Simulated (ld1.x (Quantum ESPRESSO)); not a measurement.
**Sb (Z = 51): one change to an ultrasoft potential, before and after**

```
Element                 : Sb
Generator               : ld1.x (Quantum ESPRESSO) 7.5
Type                    : ultrasoft
Functional              : LDA (PZ)
Relativity              : scalar-relativistic
Frozen core             : [Kr] 4d10
Valence charge          : 5
Reference configuration : 5s2 5p2 (charge +1)
Partial waves           : 5s (bound): rcut 1.85, rcutus 2.10 bohr; 5s channel at 3.65 Ry: rcut 1.85, rcutus 2.10 bohr; 5p (bound): rcut 2.05, rcutus 2.65 bohr; 5p channel at 0.05 Ry: rcut 2.05, rcutus 2.65 bohr; 5d channel at 0.05 Ry: rcut 2.20, rcutus 2.35 bohr; 5d channel at 1.55 Ry: rcut 2.20, rcutus 2.35 bohr
Local potential         : all-electron potential smoothed inside 1.75 bohr (lloc = -1)
Core correction         : Bessel-smoothed model core inside 1.00 bohr
Augmentation charge     : PSQ, inside the norm-conserving radii
```

All-electron outer shells of the reference configuration (LDA (PZ), scalar-relativistic, ld1.x):

| shell | level (eV) | outermost node (bohr) | outermost maximum (bohr) |
| --- | --- | --- | --- |
| 5s | -20.96 | 0.95 | 1.86 |
| 5p | -12.23 | 1.04 | 2.24 |

Change: waves 5s (bound): rcut 1.85, rcutus 3.20 bohr; 5s channel at 3.65 Ry: rcut 1.85, rcutus 3.20 bohr.

Cutoffs: the cutoffs (Ry, on a coarse ladder) from which the occupation-weighted sum of valence levels, in a spherical-Bessel basis at the reference potential, stays within 10 and 1 mRy of its value at 400 Ry; they do not see the model core or the augmentation charge, which bear on the density cutoff. Errors are all-electron minus pseudo energies relative to the spin-unpolarised reference configuration.

Problem. What does the change do?

Solution. Both files are very soft, the changed one slightly softer (loose and tight cutoff 8 and 12 Ry → 6 and 10 Ry on this coarse ladder); the bound ghosts move from d to d, s; the number of tests with a reliable result goes from 9 to 0 (the test run of the changed file stopped, so its transferability is not established).

```json
{"quantity": "cutoff, loose", "base": "8 Ry", "changed": "6 Ry"}
{"quantity": "cutoff, tight", "base": "12 Ry", "changed": "10 Ry"}
{"quantity": "bound ghosts", "base": "d", "changed": "s, d"}
{"quantity": "tests with a reliable result", "base": "9 of 9", "changed": "0 of 9 (the test run stopped)"}
{"quantity": "lowest overlap eigenvalue by channel", "base": "s 0.59, p 0.48, d 0.79", "changed": "s 0.00, p 0.48, d 0.79"}
```

 A true bound ghost makes a file unfit for plane-wave use even where its test errors are small: the radial tests pick states by their node count and pass the ghost by.
